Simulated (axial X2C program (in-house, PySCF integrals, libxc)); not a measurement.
Outer orbitals of RbSi⁻ at 3.376 Å, HF

Computed with an in-house all-electron X2C program for linear molecules (integrals from PySCF). Spin-free means the one-electron spin-free X2C Hamiltonian; two-component (2c) means X2C with spin–orbit coupling and atomic mean-field two-electron Coulomb and Gaunt terms, so the difference of the two also holds small scalar two-electron terms. Basis: Rb dyall-acv3z [13s14p9d4f1g], Si dyall-av3z [9s8p3d2f] (cores contracted in-house); Gaussian nuclei, density fitting, unrestricted open shells. Masses: Rb 84.912 u, Si 27.977 u.

The distance is close to the 2c PBE0 minimum; the highest filled and lowest empty levels are listed.

Spin-free orbitals, state M_S = 1, Λ = 0 (beyond evenly filled blocks: π+α, π-α) (Löwdin shares):

```csv
symmetry,occupied,ε (eV),atomic character
π+α,yes,-18.86,100% Rb p
π-α,yes,-18.86,100% Rb p
σα,yes,-18.83,98% Rb p
π-β,yes,-18.83,100% Rb p
π+β,yes,-18.83,100% Rb p
σβ,yes,-18.72,98% Rb p
σα,yes,-12.51,"84% Si s, 7% Rb p, 6% Rb d"
σβ,yes,-6.99,"85% Si s, 6% Rb p, 6% Rb d"
σα,yes,-3.47,"87% Si p, 4% Rb s, 4% Rb p"
π-α,yes,-3.16,"91% Si p, 6% Rb d, 3% Rb p"
π+α,yes,-3.16,"91% Si p, 6% Rb d, 3% Rb p"
σβ,yes,-0.65,"62% Rb s, 32% Rb p, 4% Si p"
π+β,no,1.31,100% Rb p
π-β,no,1.31,100% Rb p
π+α,no,1.32,100% Rb p
π-α,no,1.32,100% Rb p
```

Spinors with spin–orbit coupling (state Ω = 1):

```csv
ω,occupied,ε (eV),atomic character,λ mixture
1/2,yes,-19.46,99% Rb p,"67% π, 33% σ"
-1/2,yes,-19.45,99% Rb p,"73% π, 27% σ"
3/2,yes,-18.53,100% Rb p,100% π
1/2,yes,-18.51,98% Rb p,"67% σ, 33% π"
-3/2,yes,-18.50,100% Rb p,100% π
-1/2,yes,-18.43,98% Rb p,"73% σ, 27% π"
1/2,yes,-12.50,"84% Si s, 7% Rb p, 6% Rb d",100% σ
-1/2,yes,-6.99,"85% Si s, 6% Rb p, 6% Rb d",100% σ
1/2,yes,-3.46,"87% Si p, 4% Rb s, 4% Rb p",100% σ
-1/2,yes,-3.17,"91% Si p, 6% Rb d, 3% Rb p",100% π
3/2,yes,-3.15,"91% Si p, 6% Rb d, 3% Rb p",100% π
-1/2,yes,-0.65,"62% Rb s, 32% Rb p, 4% Si p",100% σ
1/2,no,1.31,100% Rb p,100% π
-3/2,no,1.31,100% Rb p,100% π
-1/2,no,1.32,100% Rb p,100% π
3/2,no,1.32,100% Rb p,100% π
```

Mulliken charges and populations of the two-component result (they depend on the basis, above all on diffuse functions):

Rb -0.03 e (s 8.73 p 18.27 d 10.03), Si -0.97 e (s 6.00 p 8.96). ⟨Lz⟩ = 0.00 ħ and ⟨Sz⟩ = 1.00 ħ (-0.50 and 1.50 on the two atoms), which add up to Ω.

Occupations by symmetry block were frozen at the best pattern of an incomplete PBE0 search. Other states lie close and PBE0, whose exact exchange favours high spin, may order them wrongly; the determinant shown need not be the ground state. The nearest other spin-free determinant of the search, M_S = 2, Λ = 0, lies 0.10 eV up at the distance of the search. With several unpaired electrons one determinant need not be a pure state. Open-shell Ω = 0 determinants with evenly filled partner blocks cannot be reached by this program, so the Ω shown need not be the lowest component. This is the Ω = 1 component of a π² triplet; the 0⁺ component is not one determinant and can lie lowest. The determinant is spin-polarised beyond a pure state at some levels (its spin-free form has ⟨S²⟩ too high), which makes Re and μ there less reliable.
